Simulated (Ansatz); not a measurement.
Consider the formal hydrolysis of the Al–S bond: `[CH3][AlH][S]C` + H₂O → `[CH3][AlH][OH]` + CH₃SH.

Gas-phase electronic energies from Ansatz, PBE0-D4/def2-TZVP geometries. CCSD(T)/CBS is the MP2 limit (def2-TZVPP, def2-QZVPP) plus CCSD(T) − MP2 in def2-TZVPP, frozen cores. This one scheme is used for every species. DFT in def2-TZVPP. Each species was taken in one conformer, which may not be the lowest.

`[CH3][AlH][S]C`:

```xyz
11

C     0.804   -0.992   -1.169
Al   -0.307    0.605   -1.321
S    -1.138    1.558    0.450
C    -0.530    0.521    1.819
H     0.262   -1.817   -0.696
H     1.136   -1.335   -2.152
H     1.696   -0.808   -0.563
H    -0.682    1.312   -2.688
H    -1.385    0.121    2.363
H     0.061    1.140    2.492
H     0.084   -0.305    1.464
```

H₂O:

```xyz
3

O     0.018    0.217   -0.323
H    -0.278    0.490    0.548
H     0.260   -0.707   -0.225
```

`[CH3][AlH][OH]`:

Cartesian coordinates in Å:
```
C -0.857 0.852 0.382
Al 0.277 -0.461 -0.487
O 1.611 -1.052 0.388
H -0.842 1.803 -0.160
H -0.543 1.045 1.410
H -1.901 0.523 0.401
H 0.039 -1.012 -1.959
H 2.216 -1.697 0.026
```

CH₃SH:

Cartesian coordinates in Å:
```
C -0.048 -0.378 -0.311
S 0.758 0.584 0.989
H -1.035 -0.719 -0.002
H 0.584 -1.250 -0.478
H -0.116 0.185 -1.241
H -0.144 1.576 1.043
```

CCSD(T)/CBS gives -25.7 kJ/mol.

**Question.** Another level gave -21.2 kJ/mol. Which?
A. PBE/def2-TZVPP
B. PBE-D4/def2-TZVPP
C. CAM-B3LYP-D4/def2-TZVPP
D. B97M-V/def2-TZVPP

**Answer.** B. PBE-D4 -21.2, CAM-B3LYP-D4 -38.3, B97M-V -31.5, PBE -26.2 kJ/mol.

**Question.** What do rigid-rotor, harmonic-oscillator terms from PBE0-D4/def2-TZVP frequencies (298.15 K, 1 bar) make of the CCSD(T)/CBS value? (Estimate.)

**Answer.** Computed: ΔZPE = -3.0 kJ/mol, ΔH = -32.2 kJ/mol, ΔS = 8 J/(mol·K), ΔG = -34.4 kJ/mol. Modes under 50 cm⁻¹ make the entropy rough.

Largest T1 diagnostic among the species: 0.011.

Leaving LDA and LC-ωPBE aside and taking each functional with its dispersion term where it has one, the values, not all of them listed here, spread over 19.0 kJ/mol, from CAM-B3LYP-D4 to revPBE-D4. The D4 term adds +8.0 kJ/mol with B3LYP and +4.6 kJ/mol with PBE0; it sums over pairs of atoms, weighted by their polarisabilities, and B3LYP, whose exchange is more repulsive, gets the larger term. At CCSD(T), def2-SVP lies −9.6 kJ/mol from the extrapolated value and def2-TZVPP −4.6 kJ/mol.

B3LYP here is the variant with VWN-RPA as its local correlation; programs differ in this.
